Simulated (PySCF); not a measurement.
Isomers of C5H6ClF, one GFN2-xTB conformer each. Single-point energies are computed at PBE0/pcSseg-1 (PySCF, gas phase, no added dispersion term), electronic only.

```
                   SMILES  GFN2-xTB relative energy (kcal/mol)
        FC[C@H]1C/C1=C/Cl                                 31.2
        CC=C=C[C@@H](F)Cl                                 37.9
         C=C(Cl)/C=C(/C)F                                 22.7
            FC1=C(Cl)CCC1                                  0.0
F[C@@H]1C[C@@]12C[C@H]2Cl                                 30.5
         C=C/C(F)=C(/C)Cl                                 22.6
```

Conformers: `[F:1][CH2:2][C@H:3]1[CH2:4]/[C:5]1=[CH:6]/[Cl:7]` with F1–C2–C3–C4 86°; `[CH3:1][CH:2]=[C:3]=[CH:4][C@@H:5]([F:6])[Cl:7]` with C3–C4–C5–F6 137°; `[CH2:1]=[C:2]([Cl:3])/[CH:4]=[C:5](/[CH3:6])[F:7]` with C1–C2–C4–C5 180°; `[F:1][C:2]1=[C:3]([Cl:4])[CH2:5][CH2:6][CH2:7]1` with C2–C3–C5–C6 -12°, C3–C5–C6–C7 18°, C5–C6–C7–C2 -18°, F1–C2–C7–C6 -170°; `[CH2:1]=[CH:2]/[C:3]([F:4])=[C:5](/[CH3:6])[Cl:7]` with C1–C2–C3–F4 0°.

Task: What does PBE0/pcSseg-1 give for the same structures?

Result: 
```csv
SMILES,PBE0/pcSseg-1 E (Eh),PBE0/pcSseg-1 (kcal/mol),GFN2-xTB (kcal/mol),point group
FC1=C(Cl)CCC1,-753.63446,0.0,0.0,C1
C=C/C(F)=C(/C)Cl,-753.61274,13.6,22.6,Cs
C=C(Cl)/C=C(/C)F,-753.61120,14.6,22.7,Cs
CC=C=C[C@@H](F)Cl,-753.58879,28.7,37.9,C1
FC[C@H]1C/C1=C/Cl,-753.58243,32.6,31.2,C1
F[C@@H]1C[C@@]12C[C@H]2Cl,-753.57706,36.0,30.5,C1
```

Both levels put the same isomer lowest; measured from each level's own lowest isomer, the values differ by up to 9.2 kcal/mol (CC=C=C[C@@H](F)Cl: 37.9 against 28.7). As drawn, the lowest has a C=C bond outside aromatic rings, which the highest lacks; the highest has a three-membered ring and a quaternary carbon, which the lowest lacks. Neighbours under 2.5 kcal/mol apart (C=C/C(F)=C(/C)Cl and C=C(Cl)/C=C(/C)F) can change places with a better method, another conformer or zero-point energy.

Task: Which frontier levels, dipoles and rotational constants go with these structures?

Result: 
```csv
SMILES,"HOMO (eV, PBE0/pcSseg-1)",LUMO (eV),dipole (D),"A, B, C (MHz)"
FC1=C(Cl)CCC1,-6.87,0.47,2.80,"3193, 1874, 1212"
C=C/C(F)=C(/C)Cl,-6.69,-1.19,0.14,"3270, 1585, 1075"
C=C(Cl)/C=C(/C)F,-6.69,-0.97,3.02,"3853, 1477, 1075"
CC=C=C[C@@H](F)Cl,-7.85,-0.55,3.28,"3992, 1010, 841.9"
FC[C@H]1C/C1=C/Cl,-7.49,-0.38,1.60,"4263, 1053, 877.9"
F[C@@H]1C[C@@]12C[C@H]2Cl,-7.76,0.79,3.25,"3360, 1704, 1269"
```
